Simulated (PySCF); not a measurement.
How methods differ on the excitation energy of P

P [Ne] 3s2 3p3 (4S) → P [Ne] 3s1 3p3 4s1 (6S), as a difference of total energies. All numbers are calculated (PySCF 2.14, no relativity, point nucleus, in aug-cc-pV(D+d)Z (5s4p3d, 32 functions)). Correlated levels: valence: [Ne] frozen. The calculations carry no spin-orbit coupling.

```tsv
method	excitation energy (eV)
UHF	10.803
MP2 (valence)	11.950
SCS-MP2 (valence)	12.338
CCSD (valence)	12.215
CCSD(T) (valence)	12.252
CCSDT (valence)	12.261
```

Task: How much does correlation contribute at CCSD(T) (valence)?

Result: 12.252 − (10.803) = 1.449 eV, measured against UHF.

The upper state lies above the first ionisation limit, but in LS coupling its spin forbids autoionisation to the ground ion. A Rydberg-like electron needs more diffuse functions than a valence basis has.

The promoted electron is Rydberg-like, and one or two diffuse shells describe it only roughly, which tends to raise the upper state.
